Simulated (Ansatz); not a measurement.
A CCSD(T) single point on `CC[B]S` radical.

```yaml
crystal:
  periodic: [false, false, false]
  atoms:
    - {symbol: C, position_ang: [0.289607, 1.458148, -0.024901]}
    - {symbol: C, position_ang: [-0.274989, 0.056617, 0.198217]}
    - {symbol: B, position_ang: [0.728084, -1.116384, 0.085550]}
    - {symbol: S, position_ang: [0.588444, -2.821396, -0.260107]}
    - {symbol: H, position_ang: [-0.476357, 2.223283, 0.122006]}
    - {symbol: H, position_ang: [0.679560, 1.568269, -1.038984]}
    - {symbol: H, position_ang: [1.110921, 1.663384, 0.664292]}
    - {symbol: H, position_ang: [-0.681326, -0.018343, 1.218829]}
    - {symbol: H, position_ang: [-1.134714, -0.122114, -0.463369]}
    - {symbol: H, position_ang: [-0.746031, -2.942664, -0.498631]}
basis:
  gaussian: {orbitals: def2-SVP}
magnetization: {spin_polarized: true, initial_magnetization: 1}
correlation: {method: ccsd_t}
scf: {omitted_lower_state_checks: [cluster_reference]}
```

```sh
$ ansatz run in.yaml --threads 4 --pin off --events-out ev --progress --plain --max-ram 10444MiB
```

Log, shortened:

```
Functional definition: HF
908 factors; integrals over basis functions are off by at most 1.6e-3 eV
mean field evaluation 1: about -13636.0007 eV, gradient 1.9e1 eV
mean field evaluation 2: about -13636.0799 eV, gradient 1.9e1 eV
mean field evaluation 4: about -13638.7663 eV, gradient 2.6e0 eV
mean field evaluation 8: about -13638.8508 eV, gradient 3.2e-1 eV
mean field evaluation 16: about -13638.8534 eV, gradient 1.8e-6 eV
mean field -13638.85343007 eV, -501.2186188083 hartree, gradient 1.8e-6 eV, S^2 0.758009; 0 other end points of the search recorded, 0 dependent functions left out
8 core orbitals not correlated: weight in the atoms' cores, before any rotation towards them, 1.000 or more for the frozen orbitals, at most 0.000 for the correlated occupied ones
reference -13638.85343007 eV, -501.2186188083 hartree; 12, 11 occupied and 70, 71 virtual orbitals, 908 factors
second order -13.12006473 eV of doubles, -0.00000000 eV of singles
cycle   1  -14.15014895 eV  change    -1.0e0 eV  update   8.3e-2
cycle   2  -14.55232684 eV  change   -4.0e-1 eV  update   2.7e-2
cycle   3  -14.62034087 eV  change   -6.8e-2 eV  update   1.3e-2
cycle   4  -14.61819641 eV  change    2.1e-3 eV  update   5.3e-3
cycle   5  -14.61714614 eV  change    1.1e-3 eV  update   2.2e-3
cycle   6  -14.61713561 eV  change    1.1e-5 eV  update   8.0e-4
cycle   7  -14.61727539 eV  change   -1.4e-4 eV  update   3.0e-4
cycle   8  -14.61734839 eV  change   -7.3e-5 eV  update   1.2e-4
cycle   9  -14.61734985 eV  change   -1.5e-6 eV  update   4.6e-5
cycle  10  -14.61735378 eV  change   -3.9e-6 eV  update   1.6e-5
perturbative correction -0.45103937 eV, -0.0165753910 hartree
Total energy: -13653.92182322 eV, -501.7723720426 hartree
Checks for a lower state left out: cluster_reference
```

Hardware: 4 threads of an AMD EPYC 7571 on a shared host. Wall time 17 s, peak host memory 0.63 GiB.

Correlation energy per correlated electron: -0.655 eV. T1 diagnostic: 0.0136.
